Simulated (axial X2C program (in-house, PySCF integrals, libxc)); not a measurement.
# Testing model relations on SeH

A bond curve at the CCSD(T) level, two-component, was computed with an in-house relativistic program for diatomic molecules (basis Se dyall-cv3z [8s9p6d4f1g], H dyall-v3z [6s2p1d] (cores contracted in-house)) for the state Ω = 3/2 (⟨Sz⟩ = 0.50, ⟨Lz⟩ = 1.00 at HF). Its fit gives Re = 1.4698 Å, ωe = 2405.9 cm⁻¹, ωexe = 42.6 cm⁻¹ and αe = 2.214e-01 cm⁻¹; the masses are 79.9165 and 1.0078 u. Two-component means X2C with spin–orbit coupling and atomic mean-field Coulomb and Gaunt terms.

Correlated methods: 7 electrons correlated (number of frozen shells: Se 3 s, 2 p, 1 d; H none), 145 virtual spin orbitals or spinors in MP2, 74 natural virtuals in coupled cluster.

Find the reduced mass, Be and the force constant.

From the CCSD(T) values: μ = 0.9952 u. Be = 16.8576/(μ Re²) = 7.841 cm⁻¹. k = 5.8918×10⁻⁷ μ ωe² = 3.39 mdyn/Å.

A Morse curve ties αe to the other constants (Pekeris). How well does that hold?

αe(Morse) = 6Be²/ωe × (√(ωexe/Be) − 1) = 2.040e-01 cm⁻¹; the CCSD(T) curve gives 2.214e-01 cm⁻¹, a ratio of 0.92.

Estimate De from a Morse curve and compare with the computed well depth of 3.256 eV to Se + H.

De(Morse) = ωe²/(4ωexe) = 4.212 eV against 3.256 eV computed, a ratio of 1.29. The extrapolation overshoots: the well softens faster than a Morse curve, or the lowest atomic limit lies below the one to which the curve heads.

Scale the constants to the deuteride (D 2.0141 u) within the Born–Oppenheimer picture.

ρ = √(μH/μD) = 0.7118; ωe = 1712.4, ωexe = 21.6, Be = 3.972 cm⁻¹; the zero-point energy falls by 341 cm⁻¹.

Where do the fundamental and the first overtone lie?

ν(1←0) = ωe − 2ωexe = 2320.7 cm⁻¹; ν(2←0) = 2ωe − 6ωexe = 4556.2 cm⁻¹.

Occupations by symmetry block were frozen at the best pattern of an incomplete PBE0 search. De is counted from the lowest determinant-based energies of the atoms at the same level, without counterpoise correction. CCSD and (T) use frozen natural virtuals with an MP2 correction for the truncation; (T) itself is uncorrected, so its De runs slightly low.
